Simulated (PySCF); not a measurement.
# Löwdin shares of the frontier orbitals

Species: InCl2Br.
Z-matrix (Å and degrees, PBE0-D3(BJ)/def2-SVP geometry), rows numbered from 1:
```
In
Cl  1  2.3239
Cl  1  2.3254  2  116.92
Br  1  2.4558  2  120.57  3  -179.90
```

Level of theory: TDDFT wB97X-D/def2-SVPD, vertical, gas phase, core orbitals frozen in the response, def2 core potentials past Kr in PySCF. Spin–orbit coupling is left out.

Frontier orbitals with the atoms that hold most of them (Löwdin shares over 4%, at most four atoms; ? is withheld):

```csv
orbital,ε (eV),atoms
LUMO+2,1.33,"In1 73%, Br4 12%, Cl3 7%, Cl2 7%"
LUMO+1,-0.43,"In1 59%, Br4 16%, Cl3 12%, Cl2 12%"
LUMO,-1.72,"In1 39%, Br4 24%, Cl3 19%, Cl2 18%"
HOMO,?,?
HOMO-1,-11.10,?
HOMO-2,-11.37,"Cl2 66%, Cl3 27%, In1 5%"
HOMO-3,-11.39,"Cl3 58%, Cl2 19%, Br4 14%, In1 9%"
```

(1) Give the leading atoms of the HOMO.

(2) Which atoms hold the HOMO-1, and with what shares?

(3) What is the HOMO energy, and the HOMO–LUMO gap?

Results:

(1) Br4 (bonded to In) 86%; Cl2 (bonded to In) 5%; In1 (bonded to Br and 2 Cl) 4%; Cl3 (bonded to In) 4%. By element: bromine 86%, chlorine 9%, indium 4%.

(2) Br4 (bonded to In) 83%; In1 (bonded to Br and 2 Cl) 7%; Cl2 (bonded to In) 5%; Cl3 (bonded to In) 4%. By element: bromine 83%, chlorine 10%, indium 7%.

(3) ε(HOMO) = -10.96 eV; the gap is 9.25 eV (0.3398 hartree).

Task: The HOMO–LUMO gap is 9.25 eV. Where does the response calculation put the lowest singlet, and from which orbitals?

Result: S1 is at 4.77 eV (f = 0.017), 4.48 eV below the gap, made of HOMO→LUMO (96%). 

Task: One configuration dominates each of S1, S2 and S7. Which, and how do the shares of the two leading atoms of either orbital change from the occupied to the empty one?

Result: 
- S1 (4.77 eV, f 0.017), HOMO→LUMO (96%): Br4 86% → 24%, Cl2 5% → 18%, In1 4% → 39%
- S2 (4.85 eV, f 0.0034), HOMO-1→LUMO (98%): Br4 83% → 24%, In1 7% → 39%
- S7 (6.08 eV, f 0.0000), HOMO→LUMO+1 (99%): Br4 86% → 16%, Cl2 5% → 12%, In1 4% → 59%

Löwdin shares depend on the basis, the more so with diffuse functions.

On an x86-64 server with one thread, shared host, this took 68 s of wall time (with the writing of density and orbital grids).
